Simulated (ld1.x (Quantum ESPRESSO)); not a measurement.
**Reading a pseudo-wave (Ni (Z = 28))**

Columns: radius, all-electron u(r) and pseudo u(r) of the 3d shell (level -11.05 eV) of nickel in the configuration [Ar] 3d8 4s1 4p1; LDA (PZ), scalar-relativistic, RRKJ scheme, ld1.x (Quantum ESPRESSO) 7.5.

| r (bohr) | all-electron | pseudo |
| --- | --- | --- |
| 0.165 | 0.2606 | 0.0690 |
| 0.330 | 0.7055 | 0.4168 |
| 0.495 | 0.9390 | 0.8823 |
| 0.660 | 0.9810 | 1.1060 |
| 0.825 | 0.9248 | 1.0238 |
| 0.990 | 0.8318 | 0.8535 |
| 1.155 | 0.7315 | 0.7317 |
| 1.320 | 0.6359 | 0.6359 |
| 1.485 | 0.5495 | 0.5495 |
| 1.650 | 0.4735 | 0.4735 |
| 1.815 | 0.4073 | 0.4073 |
| 1.980 | 0.3502 | 0.3502 |
| 2.145 | 0.3011 | 0.3011 |
| 2.310 | 0.2589 | 0.2589 |
| 2.475 | 0.2227 | 0.2227 |
| 2.640 | 0.1916 | 0.1916 |
| 2.805 | 0.1648 | 0.1648 |
| 2.970 | 0.1419 | 0.1419 |
| 3.135 | 0.1221 | 0.1221 |
| 3.300 | 0.1052 | 0.1052 |
| 3.465 | 0.0906 | 0.0906 |
| 3.630 | 0.0780 | 0.0780 |
| 3.795 | 0.0672 | 0.0672 |
| 3.960 | 0.0579 | 0.0579 |
| 4.125 | 0.0499 | 0.0499 |
| 4.290 | 0.0430 | 0.0430 |

(1) How many radial nodes do the two functions have?

(2) At about which radius was the pseudo-wave matched?

(3) Where does each function peak?

(4) Is the pseudo-wave norm-conserving?

Results:

(1) The all-electron 3d function has n − l − 1 = 0; the pseudo-wave has 0.

(2) 1.20 bohr, where the columns begin to agree (steps of 0.17 bohr).

(3) Outermost all-electron maximum near 0.66 bohr, pseudo maximum near 0.66 bohr (to the table’s step).

(4) Yes: the RRKJ scheme keeps the norm inside the radius equal to the all-electron one, which fixes the energy derivative of the logarithmic derivative at the level.
